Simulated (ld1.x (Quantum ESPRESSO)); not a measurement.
**What one change does to a pseudopotential (oxygen (O), TM)**

ld1.x (Quantum ESPRESSO) 7.5 input, shortened:

```
&input
   title='O', zed=8., rel=1, dft='PBE', iswitch=3,
   config='[He] 2s2 2p2.5 3d-2'
 /
 &inputp
   pseudotype=2, tm=.true., lloc=1,
   nlcc=.true., rcore=0.30
 /
3
2S  1  0   2.00   0.00  0.55  0.55  0.0
3D  3  2  -2.00   0.45  1.65  1.65  0.0
2P  2  1   2.50   0.00  1.50  1.50  0.0
 &test
   configts(1)='2s2 2p2.5'
 /
```

Change: wave 2p (bound): rc 1.50 bohr becomes 2p (bound): rc 0.98 bohr.

Cutoffs: the cutoffs (Ry, on a coarse ladder) from which the occupation-weighted sum of valence levels, in a spherical-Bessel basis at the reference potential, stays within 10 and 1 mRy of its value at 400 Ry; they do not see the model core or the augmentation charge, which bear on the density cutoff. Errors are all-electron minus pseudo energies relative to the spin-unpolarised reference configuration.

Problem. Predict the effect on cutoff, ghosts and configuration errors.

Solution. Of the 7 tests that both files solve, the error grows in 1 and shrinks in 6 by more than 15 % and 0.3 meV (median size 15.3 → 7.0 meV); the range in which the s phases agree widens (upper end 1.0 → 2.2); the range in which the p phases agree widens (upper end 0.7 → 2.1); neither file shows a bound ghost.

```csv
quantity,base,changed
"cutoff, loose",260 Ry,260 Ry
"cutoff, tight",over 300 Ry,over 300 Ry
loose cutoff by channel (10 mRy a level),"s 230 Ry, p 55 Ry","s 230 Ry, p 100 Ry"
bound ghosts,none,none
"error for 2s2 2p4, meV [ΔE -30.87 eV]",-2.1,+7.0
"error for 2s2 2p3, meV [ΔE -14.44 eV]",+5.9,+2.5
"error for 2s2 2p2, meV [ΔE 19.14 eV]",+15,+3.3
"error for 2s0 2p6, meV [ΔE -0.94 eV]",+241,+105
"error for 2s2 2p3.5, meV [ΔE -24.59 eV]",+8.5,+5.6
"error for 2s1 2p4, meV [ΔE 0.79 eV]",+79,+33
"error for 2s2 2p1, meV [ΔE 73.01 eV]",+292,+70
s: phases at 1.80 bohr within 0.05 rad from the reference energy up to (Ry; the scan ends near 5),1.0,2.2
p: phases at 1.80 bohr within 0.05 rad from the reference energy up to (Ry; the scan ends near 5),0.7,2.1
d: phases at 1.80 bohr within 0.05 rad from the reference energy up to (Ry; the scan ends near 5),to the end of the scan,to the end of the scan
```
